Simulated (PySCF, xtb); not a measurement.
C₂H₅FO₂Si, SMILES O[Si](O)(C=C)F.

GFN2-xTB (xtb) at its own geometry gives an orbital gap of 4.91 eV and a dipole moment of 1.65 D.

Coordinates come from a B3LYP-D3(BJ)/def2-SVP optimisation. One conformer was computed; it need not be the lowest.

Q: What does PySCF with CAM-B3LYP/def2-TZVP give? (An estimate is asked for; the answer gives what the named calculation found.)

A: gap 10.12 eV (levels -9.66 and 0.46 eV), dipole 1.29 D.
